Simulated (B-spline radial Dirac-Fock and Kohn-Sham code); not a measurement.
**Photoionisation of barium ions at Mg Kα (1253.6 eV)**

Calculated with a radial B-spline solver, using the independent-particle Dirac-Slater model, thresholds from Dirac-Fock. Cross sections in kb; a dash marks an empty subshell or a threshold above the photon energy.

```csv
ion,configuration,total,3p1/2,3p3/2,4s,4p3/2,5p3/2
Ba,[Xe] 6s2,1468,93.1,212,21.2,51.3,7.38
Ba²⁺,[Kr] 4d10 5s2 5p6,1468,93.2,212,21.1,51.3,7.61
Ba⁶⁺,[Kr] 4d10 5s2 5p2,1466,92.5,213,21.3,51.7,3.45
```
